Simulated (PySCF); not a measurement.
**A survey of ¹⁷O NMR shifts**

Fast rotation and ring inversion assumed for equivalent nuclei, single conformer, non-relativistic Hamiltonian, in vacuum. Structure optimised with GFN2-xTB; shielding tensors at PBE0/pcSseg-1 (GIAO); PySCF.

Shieldings were converted by a linear fit to measured shifts: ¹⁷O: δ = 266.70 − 0.911σ (rms 10.7 ppm, 155 shifts, 12.2 ppm with the 3 outliers that the fit left out vs liquid water, solution or neat liquid). A few per cent of atoms miss by over 2 rms, more outside the fitted compound classes.

Question: Give the ¹⁷O shifts of `CO[C@@H](F)[SiH2][SiH2]C(C)=O`, `F[Si@H]1CC[SiH2]O1`, `C=C[SiH2]O[SiH2]F`, `C=C[SiH2]O[SiH2]F`, `CCCOC(=O)C(=O)OCC`, `COC(=O)C(=O)OC(C)(C)C`, `CC(C)OC(=O)[C@H](C)OC=O`, `CCCOC(=O)[C@@H](C)OC=O`, `COC(=O)c1snnc1C(F)(F)F`, `O=COC([SiH3])([SiH3])CCF`.

Answer: 
```tsv
compound	environment	δ (ppm)
[CH3:1][O:2][C@@H:3]([F:4])[SiH2:5][SiH2:6][C:7]([CH3:8])=[O:9]	O9: carbonyl oxygen	698.5
[CH3:1][O:2][C@@H:3]([F:4])[SiH2:5][SiH2:6][C:7]([CH3:8])=[O:9]	O2: ether oxygen	34.1
F[Si@H]1CC[SiH2]O1	oxygen bonded to 2 Si, in a 5-membered ring	35.1
C=C[SiH2]O[SiH2]F	oxygen bonded to 2 Si	13.4
C=C[SiH2]O[SiH2]F	oxygen bonded to 2 Si	13.4
[CH3:1][CH2:2][CH2:3][O:4][C:5](=[O:6])[C:7](=[O:8])[O:9][CH2:10][CH3:11]	O6: ester carbonyl oxygen	361.2
[CH3:1][CH2:2][CH2:3][O:4][C:5](=[O:6])[C:7](=[O:8])[O:9][CH2:10][CH3:11]	O8: ester carbonyl oxygen	350.7
[CH3:1][CH2:2][CH2:3][O:4][C:5](=[O:6])[C:7](=[O:8])[O:9][CH2:10][CH3:11]	O9: ester alkoxy oxygen	161.5
[CH3:1][CH2:2][CH2:3][O:4][C:5](=[O:6])[C:7](=[O:8])[O:9][CH2:10][CH3:11]	O4: ester alkoxy oxygen	160.9
[CH3:1][O:2][C:3](=[O:4])[C:5](=[O:6])[O:7][C:8]([CH3:9])([CH3:10])[CH3:11]	O4: ester carbonyl oxygen	360.8
[CH3:1][O:2][C:3](=[O:4])[C:5](=[O:6])[O:7][C:8]([CH3:9])([CH3:10])[CH3:11]	O6: ester carbonyl oxygen	357.8
[CH3:1][O:2][C:3](=[O:4])[C:5](=[O:6])[O:7][C:8]([CH3:9])([CH3:10])[CH3:11]	O7: ester alkoxy oxygen	186.3
[CH3:1][O:2][C:3](=[O:4])[C:5](=[O:6])[O:7][C:8]([CH3:9])([CH3:10])[CH3:11]	O2: ester alkoxy oxygen	136.4
[CH3:1][CH:2]([CH3:3])[O:4][C:5](=[O:6])[C@H:7]([CH3:8])[O:9][CH:10]=[O:11]	O11: ester carbonyl oxygen	372.1
[CH3:1][CH:2]([CH3:3])[O:4][C:5](=[O:6])[C@H:7]([CH3:8])[O:9][CH:10]=[O:11]	O6: ester carbonyl oxygen	331.8
[CH3:1][CH:2]([CH3:3])[O:4][C:5](=[O:6])[C@H:7]([CH3:8])[O:9][CH:10]=[O:11]	O4: ester alkoxy oxygen	176.3
[CH3:1][CH:2]([CH3:3])[O:4][C:5](=[O:6])[C@H:7]([CH3:8])[O:9][CH:10]=[O:11]	O9: ester alkoxy oxygen	174.4
[CH3:1][CH2:2][CH2:3][O:4][C:5](=[O:6])[C@@H:7]([CH3:8])[O:9][CH:10]=[O:11]	O11: ester carbonyl oxygen	367.1
[CH3:1][CH2:2][CH2:3][O:4][C:5](=[O:6])[C@@H:7]([CH3:8])[O:9][CH:10]=[O:11]	O6: ester carbonyl oxygen	328.6
[CH3:1][CH2:2][CH2:3][O:4][C:5](=[O:6])[C@@H:7]([CH3:8])[O:9][CH:10]=[O:11]	O9: ester alkoxy oxygen	174.7
[CH3:1][CH2:2][CH2:3][O:4][C:5](=[O:6])[C@@H:7]([CH3:8])[O:9][CH:10]=[O:11]	O4: ester alkoxy oxygen	148.4
[CH3:1][O:2][C:3](=[O:4])[c:5]1[s:6][n:7][n:8][c:9]1[C:10]([F:11])([F:12])[F:13]	O4: ester carbonyl oxygen	377.1
[CH3:1][O:2][C:3](=[O:4])[c:5]1[s:6][n:7][n:8][c:9]1[C:10]([F:11])([F:12])[F:13]	O2: ester alkoxy oxygen	140.9
[O:1]=[CH:2][O:3][C:4]([SiH3:5])([SiH3:6])[CH2:7][CH2:8][F:9]	O1: ester carbonyl oxygen	343.2
[O:1]=[CH:2][O:3][C:4]([SiH3:5])([SiH3:6])[CH2:7][CH2:8][F:9]	O3: ester alkoxy oxygen	164.6
```
